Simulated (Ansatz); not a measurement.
Ca₂F₄⁻. Charge -1, multiplicity 2. Geometry PBE-D4/def2-SVP, that of the neutral singlet; atoms count from 1.

```xyz
6

Ca   -0.9469    0.4566    1.3070
Ca    0.9482   -0.4590   -1.3051
F     0.9878    0.8624    0.4146
F    -0.9870   -0.8647   -0.4127
F     2.0813   -1.0267   -2.8240
F    -2.0834    1.0313    2.8202
```

The highest occupied level of the charge -1 doublet lies above zero (up to 0.66 eV). By energy differences its removal costs 0.53 eV (vertical, to the charge 0 singlet, at PBE0-D4/def2-TZVPD); a positive level beside a positive removal energy at the same level points to self-interaction error. The structure comes from a short search, and lower isomers may exist.

(1) Estimate the Mulliken populations from the PBE0/def2-TZVPD orbitals of Ansatz.

(2) Where does the spin sit?

(3) And the Mayer bond orders between bonded heavy atoms (over 0.3)?

## Answers

(1) 
| atom | charge (e) | spin (α − β) |
| --- | --- | --- |
| Ca1 | 1.11 | 0.59 |
| Ca2 | 1.11 | 0.59 |
| F3 | -0.83 | -0.03 |
| F4 | -0.83 | -0.03 |
| F5 | -0.79 | -0.06 |
| F6 | -0.79 | -0.06 |
Mulliken values and Mayer orders depend strongly on the basis. With diffuse functions, as here, like atoms can get unlike values, and bond orders can come out too low or too high.

(2) Summed by element: Ca 1.17, F -0.17, of 1 unpaired in all. Largest on single atoms: Ca2 0.59, Ca1 0.59, F5 -0.06.

(3) Ca1–Ca2 0.66 (3.35 Å).
